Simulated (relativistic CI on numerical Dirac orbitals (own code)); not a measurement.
## Hyperfine structure of Tc X, mass number 99

Method of calculation: Dirac-Coulomb-Breit CI, orbitals from a KLI potential per configuration, a model potential for QED, unscaled Slater integrals (own radial code, finite nucleus).

CI space (outside the closed core [Ar] 3d10): 4s2.4p4, 4s.4p5, 4p6, 4s2.4p3.4d, 4s.4p4.4d, 4s2.4p3.4f, 4s.4p4.4f, 4p5.4d, 4s2.4p3.5s, 4s2.4p3.5p, 4s.4p3.4d2, 4s2.4p2.4d.4f, 4p4.4d2, 4p3.4d3, 4p3.4d2.4f, 4p3.4d2.5s. Double excitations out of closed p, d and f shells are left out; levels of such configurations are missing from the list, as are those of other unlisted configurations, and high levels can miss mixing partners. These lack a partner that the ground configuration has and come out too high: 4s2.4p3.5p.

Nuclear spin I = 9/2, μ = 5.678 μN, Q = -0.129 b (tables of Stone and Pyykkö). The electronic factors are computed for point nuclear moments, without core polarisation or the Bohr-Weisskopf and QED corrections.

```csv
Level,E (cm⁻¹),A (MHz),B (MHz)
4s2.4p4 3P_2,0,5287,-683
4s2.4p4 3P_1,24389,-911,499
4s2.4p4 1D_2,42060,11760,1690
4s.4p5 3P°_2,242460,28050,928
4s.4p5 3P°_1,257649,17310,-444
4s.4p5 1P°_1,314885,25640,767
4s2.4p3.4d 5D°_2,341764,1685,24.5
4s2.4p3.4d 5D°_3,341995,1542,-97.7
```

Levels with J = 0, under 50 % of one LS term, or S terms without an open s electron are left out. Small factors come from cancelling terms and can be off by tens of per cent or more.

At this charge energies of transitions that change n are usually good to better than 1 %, and those within a shell (Δn = 0) to a few per cent.

Give the hyperfine levels of 4s2.4p4 3P_2 relative to its centre of gravity.

With K = F(F + 1) − I(I + 1) − J(J + 1), E = AK/2 + B[¾K(K + 1) − I(I + 1)J(J + 1)]/[2I(2I − 1)J(2J − 1)]: F = 5/2: -58470, F = 7/2: -39670, F = 9/2: -15660, F = 11/2: 13420, F = 13/2: 47410 MHz.

LS names give the leading component of a level, which can be under half, so a name can repeat, a term be missing and a line seem to break the LS rules.
